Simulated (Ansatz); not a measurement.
Steps of a relaxation of AlH$_{6}$NSeSi with RKS PBE0-D4/def2-TZVP.

```sh
$ ansatz run in.yaml --threads 4 --pin off --events-out ev --progress --plain --max-ram 10444MiB
```

```yaml
crystal:
  periodic: [false, false, false]
  atoms:
    - {symbol: N, position_ang: [-1.865764, 0.907571, -0.246622]}
    - {symbol: Si, position_ang: [-0.369768, 0.520558, 0.517579]}
    - {symbol: Al, position_ang: [0.765872, -1.624531, 0.375087]}
    - {symbol: Se, position_ang: [1.603834, 0.201741, -1.219399]}
    - {symbol: H, position_ang: [-2.095997, 1.837160, -0.605450]}
    - {symbol: H, position_ang: [-2.445521, 0.176442, -0.663466]}
    - {symbol: H, position_ang: [0.131832, 1.813759, 1.112496]}
    - {symbol: H, position_ang: [-0.051104, -2.666359, -0.526457]}
    - {symbol: H, position_ang: [1.845768, -1.987216, 1.495906]}
    - {symbol: H, position_ang: [2.563948, 0.769473, -0.236674]}
basis:
  gaussian: {orbitals: def2-TZVP}
hamiltonian: {xc: pbe0, dispersion: d4}
relax: {f_tol: 0.005, max_steps: 150}
```

Positions (Å) and forces (eV/Å) along the path, 10 of 10 steps:

```xyz
10
step=1 energy=-81398.6263 eV
N    -1.866    0.908   -0.247    0.073   -0.019   -0.209
Si   -0.370    0.521    0.518   -0.313    0.347   -0.330
Al    0.766   -1.625    0.375    0.035   -0.009   -0.010
Se    1.604    0.202   -1.219    0.011    0.096    0.434
H    -2.096    1.837   -0.605    0.176   -0.625    0.250
H    -2.446    0.176   -0.663    0.397    0.482    0.268
H     0.132    1.814    1.112   -0.110   -0.293   -0.133
H    -0.051   -2.666   -0.526    0.099    0.121    0.108
H     1.846   -1.987    1.496   -0.131    0.041   -0.145
H     2.564    0.769   -0.237   -0.236   -0.141   -0.233
10
step=2 energy=-81398.6624 eV
N    -1.839    0.905   -0.252    0.104   -0.068   -0.014
Si   -0.358    0.516    0.512   -0.222    0.152   -0.167
Al    0.767   -1.621    0.381   -0.077   -0.039    0.075
Se    1.542    0.208   -1.204    0.061    0.067    0.040
H    -2.066    1.829   -0.593    0.066   -0.156    0.060
H    -2.403    0.187   -0.684    0.084    0.128    0.097
H     0.140    1.795    1.103   -0.029   -0.092   -0.005
H    -0.042   -2.658   -0.511    0.015    0.008    0.008
H     1.846   -1.982    1.484    0.008    0.010   -0.038
H     2.495    0.769   -0.233   -0.010   -0.010   -0.056
10
step=3 energy=-81398.6672 eV
N    -1.838    0.907   -0.255    0.068   -0.084   -0.003
Si   -0.363    0.515    0.500   -0.038    0.055   -0.011
Al    0.753   -1.622    0.386   -0.034   -0.022    0.061
Se    1.550    0.218   -1.185   -0.021    0.026   -0.099
H    -2.047    1.819   -0.624   -0.011    0.031    0.004
H    -2.425    0.189   -0.647    0.000    0.011   -0.004
H     0.133    1.779    1.106    0.014   -0.003    0.031
H    -0.047   -2.658   -0.510    0.002   -0.015   -0.023
H     1.851   -1.980    1.466    0.012   -0.003    0.017
H     2.516    0.782   -0.234    0.008    0.004    0.029
10
step=4 energy=-81398.6691 eV
N    -1.829    0.905   -0.262    0.020   -0.029    0.011
Si   -0.360    0.519    0.502    0.010   -0.011   -0.025
Al    0.747   -1.622    0.393   -0.020   -0.009    0.029
Se    1.541    0.218   -1.195   -0.024    0.026   -0.028
H    -2.047    1.821   -0.617   -0.013    0.025   -0.006
H    -2.413    0.187   -0.658   -0.015   -0.003   -0.011
H     0.131    1.778    1.123    0.015    0.009    0.013
H    -0.045   -2.660   -0.509   -0.004   -0.011   -0.008
H     1.850   -1.976    1.470    0.010   -0.002    0.010
H     2.507    0.780   -0.243    0.022    0.006    0.016
10
step=5 energy=-81398.6696 eV
N    -1.827    0.904   -0.265   -0.004    0.010    0.001
Si   -0.357    0.520    0.496    0.036   -0.027   -0.001
Al    0.742   -1.623    0.398   -0.013    0.000    0.006
Se    1.538    0.222   -1.198   -0.012    0.012   -0.001
H    -2.053    1.824   -0.607   -0.006    0.002   -0.008
H    -2.409    0.188   -0.666   -0.014   -0.001   -0.006
H     0.134    1.774    1.128    0.001    0.007    0.004
H    -0.043   -2.664   -0.507    0.002   -0.005   -0.001
H     1.849   -1.975    1.474    0.004    0.002    0.002
H     2.509    0.781   -0.248    0.008    0.001    0.004
10
step=6 energy=-81398.6698 eV
N    -1.826    0.905   -0.267   -0.010    0.011    0.001
Si   -0.356    0.519    0.493    0.023   -0.009    0.002
Al    0.739   -1.625    0.400   -0.001   -0.004   -0.004
Se    1.535    0.225   -1.199   -0.004    0.005    0.006
H    -2.052    1.826   -0.607   -0.002   -0.006   -0.005
H    -2.411    0.190   -0.666   -0.007    0.003   -0.004
H     0.135    1.770    1.130   -0.001    0.000    0.002
H    -0.039   -2.671   -0.507    0.002    0.000    0.004
H     1.849   -1.972    1.475    0.000    0.003    0.001
H     2.509    0.781   -0.249    0.001   -0.003   -0.002
10
step=7 energy=-81398.6699 eV
N    -1.827    0.907   -0.268    0.000    0.002    0.001
Si   -0.355    0.517    0.490   -0.001   -0.001    0.009
Al    0.738   -1.627    0.400   -0.002   -0.002   -0.002
Se    1.533    0.227   -1.199    0.002    0.003    0.002
H    -2.051    1.828   -0.608   -0.001   -0.002   -0.002
H    -2.414    0.194   -0.666    0.000    0.003   -0.002
H     0.135    1.766    1.135    0.001   -0.002   -0.003
H    -0.035   -2.677   -0.505    0.003    0.001    0.002
H     1.850   -1.967    1.475    0.000    0.002   -0.001
H     2.510    0.780   -0.250   -0.001   -0.003   -0.002
10
step=8 energy=-81398.6699 eV
N    -1.828    0.909   -0.268    0.005   -0.007    0.004
Si   -0.357    0.516    0.491   -0.007    0.010   -0.004
Al    0.737   -1.628    0.400    0.006   -0.001   -0.006
Se    1.531    0.228   -1.199   -0.002    0.000    0.003
H    -2.049    1.830   -0.610    0.002   -0.001    0.000
H    -2.416    0.197   -0.667    0.002    0.003    0.000
H     0.135    1.763    1.136   -0.001   -0.004    0.000
H    -0.032   -2.681   -0.505    0.000    0.001    0.003
H     1.852   -1.963    1.474   -0.003    0.000    0.002
H     2.509    0.778   -0.250   -0.002   -0.002   -0.002
10
step=9 energy=-81398.6699 eV rejected
N    -1.829    0.909   -0.266    0.005    0.016   -0.002
Si   -0.359    0.515    0.492    0.002   -0.001    0.007
Al    0.738   -1.628    0.400    0.000   -0.004    0.001
Se    1.528    0.228   -1.199    0.009    0.001   -0.005
H    -2.045    1.831   -0.609   -0.006   -0.010    0.000
H    -2.415    0.198   -0.671   -0.004   -0.002   -0.002
H     0.134    1.762    1.137   -0.001   -0.002    0.002
H    -0.030   -2.682   -0.504    0.000    0.001    0.002
H     1.852   -1.962    1.475   -0.002    0.002   -0.003
H     2.509    0.777   -0.253   -0.003    0.000   -0.001
10
step=10 energy=-81398.6699 eV
N    -1.828    0.909   -0.267    0.004    0.000    0.002
Si   -0.358    0.516    0.492   -0.004    0.001   -0.002
Al    0.738   -1.628    0.399    0.001    0.000   -0.001
Se    1.530    0.228   -1.200    0.000    0.000    0.002
H    -2.047    1.830   -0.609   -0.001   -0.001    0.000
H    -2.415    0.198   -0.669    0.000    0.001   -0.001
H     0.134    1.763    1.137    0.000   -0.001    0.000
H    -0.032   -2.682   -0.504    0.000    0.001    0.001
H     1.852   -1.962    1.474    0.000    0.000    0.000
H     2.509    0.777   -0.251    0.000   -0.001   -0.001
```

Hardware: 4 threads of an Arm Neoverse V1 on a shared host. Wall time 42 s, peak host memory 0.56 GiB.
